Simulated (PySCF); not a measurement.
H12FeO6 (SMILES [OH2]->[Fe+2](<-[OH2])(<-[OH2])(<-[OH2])(<-[OH2])<-[OH2]), charge +2, quintet (typed; the unrestricted solution is spin-contaminated), at a GFN2-xTB geometry (such geometries of metal compounds can be far from the true shape); B3LYP5/STO-3G (PySCF).

Here is a job for PySCF.
```python
from pyscf import gto, scf, dft

mol = gto.M(
    atom='''
Fe    0.000000   -0.000000    0.000000
O    -0.798692    1.921218   -1.090255
H    -1.604320    1.999455   -1.612140
H    -0.387585    2.791986   -1.106912
O     1.858948    1.210841    0.771896
H     1.927534    1.706370    1.594859
H     2.708607    1.313419    0.330218
O     1.193336   -0.600358   -1.932140
H     1.749449   -1.377380   -2.052538
H     1.226682   -0.119887   -2.766142
O    -1.193336    0.600358    1.932140
H    -1.749449    1.377380    2.052538
H    -1.226682    0.119887    2.766142
O    -1.858948   -1.210841   -0.771896
H    -1.927534   -1.706370   -1.594859
H    -2.708607   -1.313419   -0.330218
O     0.798692   -1.921218    1.090255
H     0.387585   -2.791986    1.106912
H     1.604320   -1.999455    1.612140
''',
    basis='sto-3g',
    charge=2,
    spin=4,
    verbose=4,
)

mf = dft.UKS(mol)
mf.xc = 'b3lyp5'
mf.grids.atom_grid = (99, 590)
mf.grids.prune = None
mf.kernel()
```

Write the output that PySCF gives for this input, abridged.


```
PySCF version 2.14.0

[INPUT] verbose = 4
[INPUT] num. atoms = 19
[INPUT] num. electrons = 84
[INPUT] charge = 2
[INPUT] spin (= nelec alpha-beta = 2S) = 4
[INPUT] symmetry False subgroup None
[INPUT] Mole.unit = angstrom
[INPUT] Symbol           X                Y                Z      unit          X                Y                Z       unit  Magmom
[INPUT]  1 Fe     0.000000000000   0.000000000000   0.000000000000 AA    0.000000000000   0.000000000000   0.000000000000 Bohr   0.0
[INPUT]  2 O     -0.798692000000   1.921218000000  -1.090255000000 AA   -1.509309137881   3.630575845585  -2.060283355938 Bohr   0.0
[INPUT]  3 H     -1.604320000000   1.999455000000  -1.612140000000 AA   -3.031725416162   3.778422348392  -3.046503074456 Bohr   0.0
[INPUT]  4 H     -0.387585000000   2.791986000000  -1.106912000000 AA   -0.732429499990   5.276088883620  -2.091760523995 Bohr   0.0
[INPUT]  5 O      1.858948000000   1.210841000000   0.771896000000 AA    3.512902599808   2.288157870394   1.458672036647 Bohr   0.0
[INPUT]  6 H      1.927534000000   1.706370000000   1.594859000000 AA    3.642511355787   3.224571967174   3.013846717298 Bohr   0.0
[INPUT]  7 H      2.708607000000   1.313419000000   0.330218000000 AA    5.118525409080   2.482002196800   0.624021581402 Bohr   0.0
[INPUT]  8 O      1.193336000000  -0.600358000000  -1.932140000000 AA    2.255078214584  -1.134512196692  -3.651215434317 Bohr   0.0
[INPUT]  9 H      1.749449000000  -1.377380000000  -2.052538000000 AA    3.305979478894  -2.602870969453  -3.878734680263 Bohr   0.0
[INPUT] 10 H      1.226682000000  -0.119887000000  -2.766142000000 AA    2.318093021934  -0.226553595896  -5.227250801657 Bohr   0.0
[INPUT] 11 O     -1.193336000000   0.600358000000   1.932140000000 AA   -2.255078214584   1.134512196692   3.651215434317 Bohr   0.0
[INPUT] 12 H     -1.749449000000   1.377380000000   2.052538000000 AA   -3.305979478894   2.602870969453   3.878734680263 Bohr   0.0
[INPUT] 13 H     -1.226682000000   0.119887000000   2.766142000000 AA   -2.318093021934   0.226553595896   5.227250801657 Bohr   0.0
[INPUT] 14 O     -1.858948000000  -1.210841000000  -0.771896000000 AA   -3.512902599808  -2.288157870394  -1.458672036647 Bohr   0.0
[INPUT] 15 H     -1.927534000000  -1.706370000000  -1.594859000000 AA   -3.642511355787  -3.224571967174  -3.013846717298 Bohr   0.0
[INPUT] 16 H     -2.708607000000  -1.313419000000  -0.330218000000 AA   -5.118525409080  -2.482002196800  -0.624021581402 Bohr   0.0
[INPUT] 17 O      0.798692000000  -1.921218000000   1.090255000000 AA    1.509309137881  -3.630575845585   2.060283355938 Bohr   0.0
[INPUT] 18 H      0.387585000000  -2.791986000000   1.106912000000 AA    0.732429499990  -5.276088883620   2.091760523995 Bohr   0.0
[INPUT] 19 H      1.604320000000  -1.999455000000   1.612140000000 AA    3.031725416162  -3.778422348392   3.046503074456 Bohr   0.0

nuclear repulsion = 604.763192440926
number of shells = 38
number of NR pGTOs = 180
number of NR cGTOs = 60
basis = sto-3g
ecp = {}

******** <class 'pyscf.dft.uks.UKS'> ********
method = UKS
initial guess = minao
damping factor = 0
level_shift factor = 0
DIIS = <class 'pyscf.scf.diis.CDIIS'>
diis_start_cycle = 1
diis_space = 8
diis_damp = 0
SCF conv_tol = 1e-09
SCF conv_tol_grad = None
SCF max_cycles = 50
direct_scf = True
direct_scf_tol = 1e-13
number electrons alpha = 44  beta = 40
XC library pyscf.dft.libxc version 7.1.2
    S. Lehtola, C. Steigemann, M. J. T. Oliveira, and M. A. L. Marques,  SoftwareX 7, 1–5 (2018)
XC functionals = b3lyp5
    P. A. M. Dirac,  Math. Proc. Cambridge Philos. Soc. 26, 376 (1930)
    F. Bloch,  Z. Phys. 57, 545 (1929)
    A. D. Becke,  Phys. Rev. A 38, 3098 (1988)
    C. Lee, W. Yang, and R. G. Parr,  Phys. Rev. B 37, 785 (1988)
    B. Miehlich, A. Savin, H. Stoll, and H. Preuss,  Chem. Phys. Lett. 157, 200 (1989)
    S. H. Vosko, L. Wilk, and M. Nusair,  Can. J. Phys. 58, 1200 (1980)
radial grids:
    Treutler-Ahlrichs [JCP 102, 346 (1995); DOI:10.1063/1.469408] (M4) radial grids

becke partition: Becke, JCP 88, 2547 (1988); DOI:10.1063/1.454033
pruning grids: None
grids dens level: 3
symmetrized grids: False
atomic radii adjust function: <function treutler_atomic_radii_adjust>
User specified grid scheme (99, 590)
small_rho_cutoff = 0
Set gradient conv threshold to 3.16228e-05
tot grids = 1109792
init E= -1699.18757104735

cycle= 1 E= -1690.55029227942  delta_E= 8.64  |g|= 2.61  |ddm|= 5.83

cycle= 2 E= -1681.33657065584  delta_E= 9.21  |g|= 1.93  |ddm|= 7.15

cycle= 3 E= -1685.36130368067  delta_E= -4.02  |g|= 2.72  |ddm|= 8.97

cycle= 4 E= -1686.0487662227  delta_E= -0.687  |g|=  2.6  |ddm|= 1.04

cycle= 5 E= -1686.43351796853  delta_E= -0.385  |g|= 2.57  |ddm|= 0.539

cycle= 6 E= -1686.43208390827  delta_E= 0.00143  |g|= 2.57  |ddm|= 0.00323

cycle= 7 E= -1686.524493917  delta_E= -0.0924  |g|= 2.56  |ddm|= 0.147

cycle= 8 E= -1687.89891712121  delta_E= -1.37  |g|= 2.31  |ddm|= 2.81

cycle= 9 E= -1687.95003644512  delta_E= -0.0511  |g|= 2.12  |ddm|= 5.39

cycle= 10 E= -1700.49662064487  delta_E= -12.5  |g|= 0.83  |ddm|= 5.73

cycle= 11 E= -1690.6781131033  delta_E= 9.82  |g|= 2.24  |ddm|= 4.65
cycle= 12 E= -1700.88578834497  delta_E= -10.2  |g|= 0.42  |ddm|=  4.4
cycle= 13 E= -1701.39897065127  delta_E= -0.513  |g|= 0.203  |ddm|= 2.72
cycle= 14 E= -1701.46770607078  delta_E= -0.0687  |g|= 0.0409  |ddm|= 1.01
cycle= 15 E= -1701.47171318666  delta_E= -0.00401  |g|= 0.0444  |ddm|= 0.416
cycle= 16 E= -1701.47249005449  delta_E= -0.000777  |g|= 0.04  |ddm|= 0.159
cycle= 17 E= -1701.4732472124  delta_E= -0.000757  |g|= 0.0296  |ddm|= 0.0964
cycle= 18 E= -1701.47392586184  delta_E= -0.000679  |g|= 0.0123  |ddm|= 0.106
cycle= 19 E= -1701.4740406589  delta_E= -0.000115  |g|= 0.00199  |ddm|= 0.0332
cycle= 20 E= -1701.47404568967  delta_E= -5.03e-06  |g|= 0.000936  |ddm|= 0.0101
cycle= 21 E= -1701.47404686739  delta_E= -1.18e-06  |g|= 0.000321  |ddm|= 0.00363
cycle= 22 E= -1701.47404769875  delta_E= -8.31e-07  |g|= 0.000114  |ddm|= 0.00647
cycle= 23 E= -1701.47404796943  delta_E= -2.71e-07  |g|= 5.2e-05  |ddm|= 0.00432
cycle= 24 E= -1701.4740480401  delta_E= -7.07e-08  |g|= 8.43e-06  |ddm|= 0.00325
cycle= 25 E= -1701.47404804091  delta_E= -8.07e-10  |g|= 2.8e-06  |ddm|= 0.000315
Extra cycle  E= -1701.47404804093  delta_E= -1.96e-11  |g|= 1.8e-06  |ddm|= 1.71e-05
converged SCF energy = -1701.47404804093  <S^2> = 7.0008918  2S+1 = 5.385496
```
